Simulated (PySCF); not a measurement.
C2H9FOSi2.
Z-matrix (Å and degrees, GFN2-xTB geometry), rows numbered from 1:
```
C 
C   1  1.5197
O   2  1.4049  1  109.58
Si  3  1.6121  2  130.68  1  -172.87
F   4  1.6248  3  107.84  2   -52.69
Si  4  2.2853  3  102.90  2  -170.87
H   1  1.0871  2  110.00  3    60.64
H   1  1.0864  2  109.92  3  -179.10
H   1  1.0868  2  110.00  3   -58.89
H   2  1.0959  1  110.41  3  -120.63
H   2  1.0958  1  110.57  3   119.88
H   4  1.4641  3  111.90  2    55.09
H   6  1.4663  4  112.12  3   -67.93
H   6  1.4676  4  115.05  3    54.40
H   6  1.4668  4  109.27  3   174.20
```

Method used: PBE0/def2-SVPD in PySCF (dipole) on a GFN2-xTB geometry, gas phase.

Masses are those of the commonest isotopes; rigid-rotor values at the optimised geometry. The values belong to one conformer with, in the numbering `[CH3:1][CH2:2][O:3][Si@H:4]([F:5])[SiH3:6]`, C1–C2–O3–Si4 -173°, C2–O3–Si4–F5 -53°.

(1) Give the principal moments of inertia and the rotational constants in MHz.

(2) Classify the top.

(3) Is it planar, by Δ = Ic − Ia − Ib?

(4) Give the other two planar moments, Paa and Pbb, and the rms extents of the mass along the axes.

(5) Give the coordinates in the principal-axis frame, origin at the centre of mass.

(6) Which types of transition are allowed, and where do some lines up to J = 3 fall?

## Answers

(1) Ia = 148.90, Ib = 412.70, Ic = 521.36 u·Å²; 505379 MHz·u·Å²/I gives A = 3394, B = 1225, C = 969.4 MHz.

(2) An asymmetric top. Ray's parameter κ = (2B − A − C)/(A − C) = -0.789; −1 is the prolate and +1 the oblate limit.

(3) Not planar: Δ = Ic − Ia − Ib = -40.24 u·Å². For a rigid frame Δ = −2 Σ m c², so Σ m c² = 20.12 u·Å² lies off the ab plane: 9.36 from hydrogen and 10.76 from heavier atoms. The atom farthest from that plane is 1.78 Å away.

(4) Paa = Σ m a² = (Ib + Ic − Ia)/2 = 392.58 and Pbb = Σ m b² = (Ia + Ic − Ib)/2 = 128.78 u·Å². With the mass M = 124.02 u, the rms extents √(P/M) along a, b and c are 1.78, 1.02, 0.40 Å.

(5) The sense of each axis is arbitrary; atoms in the order of the calculation.
| atom | mass (u) | a (Å) | b (Å) | c (Å) |
| --- | --- | --- | --- | --- |
| C1 | 12.000 | -3.137 | -0.961 | -0.206 |
| C2 | 12.000 | -2.188 | 0.200 | 0.043 |
| O3 | 15.995 | -0.865 | -0.273 | 0.077 |
| Si4 | 27.977 | 0.510 | 0.479 | 0.453 |
| F5 | 18.998 | 0.604 | 1.826 | -0.452 |
| Si6 | 27.977 | 2.104 | -1.048 | -0.136 |
| H7 | 1.008 | -3.050 | -1.691 | 0.594 |
| H8 | 1.008 | -4.161 | -0.599 | -0.250 |
| H9 | 1.008 | -2.891 | -1.447 | -1.146 |
| H10 | 1.008 | -2.425 | 0.690 | 0.994 |
| H11 | 1.008 | -2.275 | 0.946 | -0.755 |
| H12 | 1.008 | 0.449 | 1.099 | 1.778 |
| H13 | 1.008 | 2.078 | -2.234 | 0.726 |
| H14 | 1.008 | 2.024 | -1.528 | -1.521 |
| H15 | 1.008 | 3.433 | -0.447 | 0.021 |

(6) The dipole components are |μa| = 1.19 D, |μb| = 0.83 D, |μc| = 0.74 D. The squared components, which scale the intensities, stand as 1.00 : 0.49 : 0.39 (a : b : c). Some lines, for components of 0.1 D or more:

```json
{"type": "a", "branch": "Q", "J(Ka,Kc)": "2(1,1) ← 2(1,2)", "MHz": "766", "lower level (cm⁻¹)": "0.283"}
{"type": "b", "branch": "Q", "J(Ka,Kc)": "1(1,0) ← 1(0,1)", "MHz": "2425", "lower level (cm⁻¹)": "0.073"}
{"type": "b", "branch": "R", "J(Ka,Kc)": "1(1,1) ← 0(0,0)", "MHz": "4363", "lower level (cm⁻¹)": "0.000"}
{"type": "a", "branch": "R", "J(Ka,Kc)": "2(0,2) ← 1(0,1)", "MHz": "4367", "lower level (cm⁻¹)": "0.073"}
{"type": "b", "branch": "Q", "J(Ka,Kc)": "3(2,1) ← 3(1,2)", "MHz": "6245", "lower level (cm⁻¹)": "0.541"}
{"type": "a", "branch": "R", "J(Ka,Kc)": "3(0,3) ← 2(0,2)", "MHz": "6498", "lower level (cm⁻¹)": "0.219"}
{"type": "b", "branch": "Q", "J(Ka,Kc)": "2(2,0) ← 2(1,1)", "MHz": "6530", "lower level (cm⁻¹)": "0.309"}
{"type": "a", "branch": "R", "J(Ka,Kc)": "3(2,1) ← 2(2,0)", "MHz": "6666", "lower level (cm⁻¹)": "0.527"}
{"type": "a", "branch": "R", "J(Ka,Kc)": "3(1,2) ← 2(1,1)", "MHz": "6951", "lower level (cm⁻¹)": "0.309"}
{"type": "b", "branch": "Q", "J(Ka,Kc)": "2(2,1) ← 2(1,2)", "MHz": "7274", "lower level (cm⁻¹)": "0.283"}
{"type": "b", "branch": "R", "J(Ka,Kc)": "3(1,3) ← 2(0,2)", "MHz": "8122", "lower level (cm⁻¹)": "0.219"}
{"type": "c", "branch": "R", "J(Ka,Kc)": "2(2,1) ← 1(1,1)", "MHz": "11407", "lower level (cm⁻¹)": "0.146"}
{"type": "b", "branch": "R", "J(Ka,Kc)": "2(2,0) ← 1(1,1)", "MHz": "11428", "lower level (cm⁻¹)": "0.146"}
{"type": "b", "branch": "Q", "J(Ka,Kc)": "3(3,1) ← 3(2,2)", "MHz": "11498", "lower level (cm⁻¹)": "0.746"}
{"type": "b", "branch": "R", "J(Ka,Kc)": "3(2,2) ← 2(1,1)", "MHz": "13090", "lower level (cm⁻¹)": "0.309"}
{"type": "b", "branch": "R", "J(Ka,Kc)": "3(2,1) ← 2(1,2)", "MHz": "13961", "lower level (cm⁻¹)": "0.283"}
{"type": "b", "branch": "R", "J(Ka,Kc)": "3(3,1) ← 2(2,0)", "MHz": "18059", "lower level (cm⁻¹)": "0.527"}
```

No frequency check. These are rigid-rotor constants of the computed structure; measured ground-state constants (B0) also hold zero-point vibration. A rigid rotor knows nothing of internal rotation, which can split or shift real lines.
